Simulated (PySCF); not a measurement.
SnBr, SMILES [Sn][Br] (connectivity only; charge and spin as stated), neutral, multiplicity 2. Atoms are numbered in the order given.

```xyz
2

Sn     0.0000     0.0000    -1.0486
Br     0.0000     0.0000     1.4979
```
Charge 0, spin multiplicity 2.

Geometry optimised at B3LYP-D3(BJ)/def2-TZVP. The multiplicity is an assumed one; other spin states were not compared. The def2 effective core potentials stand for the cores of Sn; spin–orbit coupling is left out.

Computed with B3LYP-D3(BJ)/def2-TZVP in PySCF 2.14.0.

Frequencies are harmonic and unscaled.

Computed normal modes with their intensities:
```csv
mode,ν (cm⁻¹),IR (km/mol),moving atoms (share of kinetic energy)
1,233,31.6,"Br 60 %, Sn 40 %"
```
